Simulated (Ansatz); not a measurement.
A run for Ansatz (a first-principles code): U-MP2/aug-cc-pVTZ on GeH3 (SMILES [GeH3]), 2S+1 = 2, atoms moved off the minimum. The run froze 14 orbitals, filled d shells among them.

Ansatz 0.2 input:
```yaml
crystal:
  periodic: [false, false, false]
  atoms:
    - {symbol: Ge, position_ang: [-0.04404971, -0.06231391, 0.09852622]}
    - {symbol: H, position_ang: [-0.80023320, -1.39840412, -0.50622718]}
    - {symbol: H, position_ang: [-0.61802973, 1.34423594, -0.43735471]}
    - {symbol: H, position_ang: [1.49755151, -0.04370114, -0.46576449]}
basis:
  gaussian:
    orbitals: aug-cc-pVTZ
magnetization: {spin_polarized: true, initial_magnetization: 1}
correlation: {method: mp2, electrons: outside_noble_gas}
scf: {omitted_lower_state_checks: [cluster_reference]}
output: {forces: true}
```

It printed:

```
WARN ansatz: RAYON_NUM_THREADS=1 ignored (pool sized by the plan → 1); use --threads N
Functional definition: HF
these checks for a lower state are left out or cut short: cluster_reference
integrals: 0.11 GiB planned
744 factors; integrals over basis functions are off by at most 1.0e-3 eV
mean field: 0.37 GiB planned
mean field evaluation 1: about -56520.0552 eV, gradient 6.8e0 eV
mean field evaluation 2: about -56520.0561 eV, gradient 6.8e0 eV
mean field evaluation 4: about -56520.7168 eV, gradient 1.2e0 eV
mean field evaluation 8: about -56520.7304 eV, gradient 6.5e-4 eV
mean field -56520.73038642 eV, -2077.0985305740 hartree, gradient 1.7e-6 eV, S^2 0.754774; 0 other end points of the search recorded, 0 dependent functions left out
14 core orbitals not correlated
reference -56520.73038642 eV, -2077.0985305740 hartree; 4, 3 occupied and 110, 111 virtual orbitals, 744 factors
densities: 0.39 GiB planned
second order -3.13903529 eV of doubles, -0.00000000 eV of singles
the calculation of the forces begins
Total energy: -56523.86942172 eV, -2077.2138879933 hartree
Atom 0 at    -0.044050    -0.062314     0.098526 Å, force     0.576264    -0.128570    -1.548228 eV/Å
Atom 1 at    -0.800233    -1.398404    -0.506227 Å, force     0.568865     1.299609     0.541023 eV/Å
Atom 2 at    -0.618030     1.344236    -0.437355 Å, force     0.060522    -0.988215     0.396918 eV/Å
Atom 3 at     1.497552    -0.043701    -0.465764 Å, force    -1.205650    -0.182824     0.610287 eV/Å
Dipole moment:    -0.040069    -0.006831     0.067845 e Å
Checks for a lower state left out: cluster_reference
```

The run converged.

Cost: around 4 core-seconds (rough).
